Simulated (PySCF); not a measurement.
CH$_{6}$AlO$_{4}$Si (SMILES [CH3][Al+][O][Si](O)(O)O), charge +1, singlet, geometry from GFN2-xTB (such geometries of metal compounds can be far from the true shape); PySCF with B3LYP/STO-3G.

Here is a job for PySCF.
```python
from pyscf import gto, scf, dft

mol = gto.Mole()
mol.atom = '''
    Al   -1.47581541    1.10659658    0.80925124
    C    -2.91231060    2.18371006    1.59694156
    H    -3.31907799    1.66505913    2.47216402
    H    -3.70659780    2.32977006    0.85650440
    H    -2.51289459    3.15738599    1.90172817
    O    -0.29509848    0.22127088    0.16181483
    Si    0.98467813   -0.73833181   -0.53994015
    O     0.88768608   -2.14034783    0.22000809
    O     2.31536408    0.08657114   -0.22152568
    O     0.61665738   -0.81031815   -2.09298762
    H     0.39274116   -2.88759398   -0.10920994
    H     2.86417243   -0.06934967    0.54413083
    H     0.95875446   -0.20405048   -2.74654778
'''
mol.basis = 'sto-3g'
mol.charge = 1
mol.verbose = 4
mol.build()

mf = dft.RKS(mol)
mf.xc = 'b3lyp'
mf.kernel()
```

Output, abridged:

```
PySCF version 2.14.0

[INPUT] verbose = 4
[INPUT] num. atoms = 13
[INPUT] num. electrons = 70
[INPUT] charge = 1
[INPUT] spin (= nelec alpha-beta = 2S) = 0
[INPUT] symmetry False subgroup None
[INPUT] Mole.unit = angstrom
[INPUT] Symbol           X                Y                Z      unit          X                Y                Z       unit  Magmom
[INPUT]  1 Al    -1.475815410000   1.106596580000   0.809251240000 AA   -2.788886935313   2.091164466580   1.529263209565 Bohr   0.0
[INPUT]  2 C     -2.912310600000   2.183710060000   1.596941560000 AA   -5.503469423668   4.126613948858   3.017782185336 Bohr   0.0
[INPUT]  3 H     -3.319077990000   1.665059130000   2.472164020000 AA   -6.272148387172   3.146505736907   4.671712932804 Bohr   0.0
[INPUT]  4 H     -3.706597800000   2.329770060000   0.856504400000 AA   -7.004454695915   4.402627346612   1.618558740485 Bohr   0.0
[INPUT]  5 H     -2.512894590000   3.157385990000   1.901728170000 AA   -4.748682555001   5.966594790639   3.593745404670 Bohr   0.0
[INPUT]  6 O     -0.295098480000   0.221270880000   0.161814830000 AA   -0.557655306975   0.418141362542   0.305785711593 Bohr   0.0
[INPUT]  7 Si     0.984678130000  -0.738331810000  -0.539940150000 AA    1.860771986549  -1.395244909954  -1.020339007157 Bohr   0.0
[INPUT]  8 O      0.887686080000  -2.140347830000   0.220008090000 AA    1.677483575789  -4.044671210007   0.415755035289 Bohr   0.0
[INPUT]  9 O      2.315364080000   0.086571140000  -0.221525680000 AA    4.375403989856   0.163595744891  -0.418622864758 Bohr   0.0
[INPUT] 10 O      0.616657380000  -0.810318150000  -2.092987620000 AA    1.165313560892  -1.531279377264  -3.955173383905 Bohr   0.0
[INPUT] 11 H      0.392741160000  -2.887593980000  -0.109209940000 AA    0.742173230244  -5.456761781143  -0.206376876680 Bohr   0.0
[INPUT] 12 H      2.864172430000  -0.069349670000   0.544130830000 AA    5.412501466230  -0.131051883129   1.028258244632 Bohr   0.0
[INPUT] 13 H      0.958754460000  -0.204050480000  -2.746547780000 AA    1.811783350105  -0.385599522786  -5.190223092232 Bohr   0.0

nuclear repulsion = 447.401256135397
number of shells = 31
number of NR pGTOs = 147
number of NR cGTOs = 49
basis = sto-3g
ecp = {}

******** <class 'pyscf.dft.rks.RKS'> ********
method = RKS
initial guess = minao
damping factor = 0
level_shift factor = 0
DIIS = <class 'pyscf.scf.diis.CDIIS'>
diis_start_cycle = 1
diis_space = 8
diis_damp = 0
SCF conv_tol = 1e-09
SCF conv_tol_grad = None
SCF max_cycles = 50
direct_scf = True
direct_scf_tol = 1e-13
XC library pyscf.dft.libxc version 7.1.2
    S. Lehtola, C. Steigemann, M. J. T. Oliveira, and M. A. L. Marques,  SoftwareX 7, 1–5 (2018)
XC functionals = b3lyp
    P. J. Stephens, F. J. Devlin, C. F. Chabalowski, and M. J. Frisch,  J. Phys. Chem. 98, 11623 (1994)
radial grids:
    Treutler-Ahlrichs [JCP 102, 346 (1995); DOI:10.1063/1.469408] (M4) radial grids

becke partition: Becke, JCP 88, 2547 (1988); DOI:10.1063/1.454033
pruning grids: <function nwchem_prune>
grids dens level: 3
symmetrized grids: False
atomic radii adjust function: <function treutler_atomic_radii_adjust>
small_rho_cutoff = 0
Set gradient conv threshold to 3.16228e-05
Initial guess from minao.
tot grids = 167656
init E= -864.335281965471
  HOMO = -0.412329614139534  LUMO = -0.109754380495878  gap/eV = 8.23349
cycle= 1 E= -863.065062107932  delta_E= 1.27  |g|= 1.08  |ddm|= 4.61
  HOMO = -0.135314699657976  LUMO = -0.0702923164932636  gap/eV = 1.76935
cycle= 2 E= -860.6180474153  delta_E= 2.45  |g|= 3.18  |ddm|= 4.69
  HOMO = -0.260506402687196  LUMO = -0.0744907190843569  gap/eV = 5.06174
cycle= 3 E= -863.404761529472  delta_E= -2.79  |g|= 0.559  |ddm|= 3.54
  HOMO = -0.317803193376565  LUMO = -0.0902657794872656  gap/eV = 6.19161
cycle= 4 E= -863.496128613042  delta_E= -0.0914  |g|= 0.183  |ddm|= 1.01
  HOMO = -0.309772673146864  LUMO = -0.106647341391379  gap/eV = 5.52732
cycle= 5 E= -863.506025784203  delta_E= -0.0099  |g|= 0.0301  |ddm|= 0.232
  HOMO = -0.313529258566866  LUMO = -0.103201122482958  gap/eV = 5.72332
cycle= 6 E= -863.50634482038  delta_E= -0.000319  |g|= 0.00827  |ddm|= 0.0439
  HOMO = -0.314345185632679  LUMO = -0.102406258265098  gap/eV = 5.76715
cycle= 7 E= -863.506366562526  delta_E= -2.17e-05  |g|= 0.00241  |ddm|= 0.012
  HOMO = -0.314229970905546  LUMO = -0.102629710874236  gap/eV = 5.75794
cycle= 8 E= -863.506368416936  delta_E= -1.85e-06  |g|= 0.000217  |ddm|= 0.00341
  HOMO = -0.314212402751912  LUMO = -0.102666357774368  gap/eV = 5.75646
cycle= 9 E= -863.506368431367  delta_E= -1.44e-08  |g|= 4.96e-05  |ddm|= 0.000267
  HOMO = -0.314203058259666  LUMO = -0.102663479815227  gap/eV = 5.75629
cycle= 10 E= -863.506368432216  delta_E= -8.49e-10  |g|= 2.9e-06  |ddm|= 7.01e-05
  HOMO = -0.314203268144979  LUMO = -0.10266429085854  gap/eV = 5.75627
Extra cycle  E= -863.506368432218  delta_E= -2.73e-12  |g|= 2.61e-06  |ddm|= 8.2e-06
converged SCF energy = -863.506368432218
```
